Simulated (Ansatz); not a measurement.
Stepwise reaction of `[SiH3]S[SiH2]S[SiH3]` with hydrogen fluoride, as a gas-phase model of exchange steps in deposition or etching. ΔE in kJ/mol.

Calculated with Ansatz (gas phase, PBE0-D4/def2-TZVP geometries, no zero-point term in ΔE). CCSD(T)/CBS is the MP2 limit (def2-TZVPP, def2-QZVPP) plus CCSD(T) − MP2 in def2-TZVPP, frozen cores. This one scheme is used for every species. Functionals use def2-TZVPP. B3LYP here is the variant with VWN-RPA as its local correlation; programs differ in this. Each species was taken in one conformer, which may not be the lowest.

| step | reaction | PBE-D4 | B3LYP-D4 | ωB97M-V | CCSD(T)/CBS |
| --- | --- | --- | --- | --- | --- |
| 2 | `F[SiH2]S[SiH3]` + H–F → `F[SiH2]F` + `[SiH3]S` | -66.1 | -81.9 | -81.4 | -77.9 |

Q: Give the row of step 1, `[SiH3]S[SiH2]S[SiH3]` + H–F → `F[SiH2]S[SiH3]` + `[SiH3]S`. (Estimate.)

A: Ansatz gave: 
```
step                                                     reaction  PBE-D4  B3LYP-D4  ωB97M-V  CCSD(T)/CBS
   1  `[SiH3]S[SiH2]S[SiH3]` + H–F → `F[SiH2]S[SiH3]` + `[SiH3]S`   -48.2     -62.8    -63.8        -57.7
```

Q: By hand: ΔE of the 2 steps together at CCSD(T)/CBS.

A: (-57.7) + (-77.9) = -135.6 kJ/mol, or -67.8 kJ/mol a step.

In ΔE each step is lower than the one before. All are downhill at CCSD(T)/CBS. PBE-D4 differs from CCSD(T)/CBS by 9.5 to 11.8 kJ/mol a step. Isolated molecules leave out the surface, adducts and barriers. Largest T1 diagnostic: 0.012.
